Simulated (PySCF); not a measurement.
Mo(NMe)(S)(F)(NH2) (CH5FMoN2S), SMILES C[N]=[Mo]([NH2])([F])=[S], multiplicity 1. Coordinates come from a B3LYP-D3(BJ)/def2-SVP optimisation. The multiplicity is an assumed one; other spin states were not compared. The def2 effective core potentials stand for the cores of Mo; spin–orbit coupling is left out. One conformer was computed; it need not be the lowest.

Task: Give the equilibrium geometry at B3LYP-D3(BJ)/def2-SVP (PySCF confirms it by a frequency run) as bond lengths and angles. (Estimate from the structure and the level; the computed values follow.)

Result: Several could match; the one computed here: 
Atoms: Mo1 N2 C3 H4 H5 H6 S7 F8 N9 H10 H11. Bond lengths (Å): Mo1–N2 1.721, Mo1–S7 2.136, Mo1–F8 1.875, Mo1–N9 1.928, N2–C3 1.424, C3–H4 1.105, C3–H5 1.104, C3–H6 1.104, N9–H10 1.017, N9–H11 1.019. Bond angles (°): N2–Mo1–S7 107.9, N2–Mo1–F8 109.7, N2–Mo1–N9 104.5, S7–Mo1–F8 111.9, S7–Mo1–N9 109.9, F8–Mo1–N9 112.6, Mo1–N2–C3 156.3, N2–C3–H4 110.7, N2–C3–H5 110.0, N2–C3–H6 110.5, H4–C3–H5 108.6, H4–C3–H6 109.0, H5–C3–H6 107.9, Mo1–N9–H10 125.1, Mo1–N9–H11 122.3, H10–N9–H11 111.2.
